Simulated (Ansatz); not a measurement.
Relaxation of F$_{3}$H$_{6}$NSi (11 atoms, charge 0, multiplicity 1), to a largest force component of 0.03 eV/Å in at most 50 steps.

Computed with RKS B3LYP-D4/def2-SVP (Ansatz 0.2.0).

```xyz
11
Properties=species:S:1:pos:R:3
Si -1.262 0.884 -0.699
H -0.983 -0.515 -0.915
F -2.706 1.239 -1.342
F -1.400 1.145 0.902
H -0.271 1.834 -1.249
H 1.457 -1.172 1.120
N 1.226 -0.224 0.817
H 0.656 -1.394 -0.415
F 0.572 -2.304 -0.534
H 2.092 0.317 0.789
H 0.620 0.191 1.526
```

Problem. Where does it end, and by what steps?

Solution. The run converged. After 13 steps the energy has fallen by 0.556 eV; F9 moved furthest, 1.34 Å.

| step | energy less start (eV) | largest force component (eV/Å) | accepted |
| --- | --- | --- | --- |
| 0 | 0.0000 | 1.390 | yes |
| 1 | -0.1005 | 0.594 | yes |
| 2 | -0.1368 | 0.982 | yes |
| 3 | -0.1881 | 0.895 | yes |
| 4 | -0.2383 | 0.227 | yes |
| 5 | -0.2916 | 0.233 | yes |
| 6 | -0.3478 | 0.451 | yes |
| 7 | -0.4214 | 0.256 | yes |
| 8 | -0.4812 | 0.331 | yes |
| 9 | -0.5290 | 0.218 | yes |
| 10 | -0.5248 | 0.435 | no |
| 11 | -0.5502 | 0.175 | yes |
| 12 | -0.5548 | 0.086 | yes |
| 13 | -0.5557 | 0.010 | yes |

```xyz
11
Properties=species:S:1:pos:R:3
Si -1.456 0.566 -1.000
H -2.119 -0.722 -1.264
F -2.666 1.658 -1.069
F -0.985 0.707 0.566
H -0.433 1.110 -1.911
H 1.717 -1.189 1.877
N 1.542 -0.455 1.189
H 0.880 -0.882 -0.115
F 0.314 -1.045 -0.925
H 2.397 0.095 1.099
H 0.807 0.157 1.553
```

Time of the run: 30 s on 2 threads of Arm Neoverse V2 (shared host), peak memory 0.22 GiB.
